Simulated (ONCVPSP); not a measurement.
## copper (Cu): ONCV pseudisation with PBE, fully relativistic reference atom.

copper (Cu), optimised norm-conserving Vanderbilt (ONCV), made with ONCVPSP 4.0.1 (PBE, fully relativistic). Core [Ne], reference 3s2 3p6 3d10 4s0.5 (charge +0.5). Waves: 3s+4s: rc 1.05 bohr, ncon 5, nbas 9, qcut 12.2 1/bohr, 2 projectors; 3p: rc 1.15 bohr, ncon 3, nbas 7, qcut 14.3 1/bohr, 2 projectors, debl 0.7 Ha; 3d: rc 0.75 bohr, ncon 4, nbas 8, qcut 11.4 1/bohr, 1 projector. Local part: polynomial inside 0.60 bohr (lpopt 5, dvloc0 -1 Ha). Core correction: Teter function, fcfact 3.25, rcfact 1.8.

Open shells are filled in proportion to 2j + 1.

In the p channel the program set the typed energies aside and used -2.770, 0.250 Ha (j = l + 1/2; the other j can differ).

All-electron outer shells of the reference configuration (PBE, scalar-relativistic, ld1.x):

```json
{"shell": "2p", "level (eV)": "-920.96", "outermost node (bohr)": "–", "outermost maximum (bohr)": "0.16"}
{"shell": "3s", "level (eV)": "-118.78", "outermost node (bohr)": "0.29", "outermost maximum (bohr)": "0.61"}
{"shell": "3p", "level (eV)": "-76.24", "outermost node (bohr)": "0.26", "outermost maximum (bohr)": "0.62"}
{"shell": "3d", "level (eV)": "-9.13", "outermost node (bohr)": "–", "outermost maximum (bohr)": "0.60"}
{"shell": "4s", "level (eV)": "-8.10", "outermost node (bohr)": "0.89", "outermost maximum (bohr)": "2.19"}
```

What the tests gave:

```
Cutoffs needed             : 418 Ha and 546 Ha (the cutoffs (Ha) at which the residual kinetic energy of the hardest occupied pseudo-wave falls to 1 and 0.1 mHa per electron)
Ghost test                 : no bound ghost flagged; GHOST(+) flagged for s at 576.9 eV
Configuration tests        : 1 of 4 tests not solved or not reliable
rms error of d²Exc/dni dnj : 7.83 mHa without and 5.00 mHa with the model core
```

Generation and tests took about 4.8 s on one core of a shared server CPU.
